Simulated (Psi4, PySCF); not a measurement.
The Psi4 input:
```
memory 2 GB

molecule {
0 1
  C    -2.37112689   -0.35056281   -0.08278616
  N    -0.95345456   -0.15517216   -0.03302473
  C     0.05185757   -1.22484216    0.02475111
  C     1.11465312   -0.42607944    0.04991522
  F     2.42025305   -0.72579518    0.10467068
  B     0.06560041    0.80739072   -0.01255695
  F     0.02051411    2.11788743   -0.03864729
  H    -2.86104603    0.62014981   -0.11930727
  H    -2.65182005   -0.92386939   -0.97210566
  H    -2.71870381   -0.89081849    0.80359543
  H    -0.16145753   -2.27613424    0.03628393
}

set basis 6-31g**
set scf_type pk
set puream true
set d_convergence 1e-8
set dft_radial_points 99
set dft_spherical_points 590

energy('b3lyp5')
print_variables()
```

Write the same job for PySCF.

One answer among several that fit: 
```python
from pyscf import gto, scf, dft

mol = gto.Mole()
mol.atom = '''
    C    -2.37112689   -0.35056281   -0.08278616
    N    -0.95345456   -0.15517216   -0.03302473
    C     0.05185757   -1.22484216    0.02475111
    C     1.11465312   -0.42607944    0.04991522
    F     2.42025305   -0.72579518    0.10467068
    B     0.06560041    0.80739072   -0.01255695
    F     0.02051411    2.11788743   -0.03864729
    H    -2.86104603    0.62014981   -0.11930727
    H    -2.65182005   -0.92386939   -0.97210566
    H    -2.71870381   -0.89081849    0.80359543
    H    -0.16145753   -2.27613424    0.03628393
'''
mol.basis = '6-31g**'
mol.verbose = 4
mol.build()

mf = dft.RKS(mol)
mf.xc = 'b3lyp5'
mf.grids.atom_grid = (99, 590)
mf.grids.prune = None
mf.kernel()
```

Both were run: Psi4 gave -395.809833 Eh and PySCF -395.809833 Eh, 0.000 mEh apart.
